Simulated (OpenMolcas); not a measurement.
Levels of P4+ by method

* Program: OpenMolcas
* Basis: ANO-RCC-VQZP [6s5p3d2f1g]
* Scalar Hamiltonian: DKH2, point nucleus
* Active space: 1 electron in 4 orbitals (3s 3p)
* State averaging: 2S+1 = 2 even, 1 root; 2S+1 = 2 odd, 3 roots
* Spin-orbit coupling: state interaction with AMFI integrals over the reference wave functions, term energies averaged over their components

Methods on the same reference wave functions:
A. CASSCF
B. SS-CASPT2, IPEA 0.25 Eh, imaginary shift 0.1 Eh (closed shells correlated: 2s 2p)

Energies in cm-1 above 3s 2S 1/2, the measured ground level; measured values from Martin, Zalubas and Musgrove, J. Phys. Chem. Ref. Data 14, 751 (1985).

```
     Level      A      B  Measured
 3s 2S 1/2    0.0    0.0       0.0
3p 2P* 1/2  88281  88723     88652
3p 2P* 3/2  88955  89397     89447
```

Deviations, from unrounded energies. A percentage is the sum of absolute deviations over the sum of measured energies, with the sign that they share, or ± where signs differ.

```json
{"Against measurement": "mean absolute deviation (cm-1)", "Levels": "2", "A": "430", "B": "61"}
{"Against measurement": "other configurations (%)", "Levels": "2", "A": "-0.5", "B": "±0.1"}
```

B lies closest to measurement on these levels. The largest miss of B in the table is 3p 2P* 1/2, by +71 cm-1. The ranking rests on the paired levels alone, and a cruder setting can come out closer through cancelling errors.

The lowest spin-free term lies below A's lowest term by 0.038 hartree in B.

With one active electron the reference holds no correlation, so core polarisation is missing (holds for A). With one active electron, CASPT2 adds the correlation within the correlated inactive shells and between them and that electron, and leaves the splitting within a term as the reference gives it (holds for B). Computed and measured levels are paired by configuration, term and J; levels that our copy of the source lacks, or whose pairing is in doubt (as where it misses far off the trend of its configuration), stay unpaired and out of the deviations. Levels of configurations outside the active space are missing.

* marks odd parity.
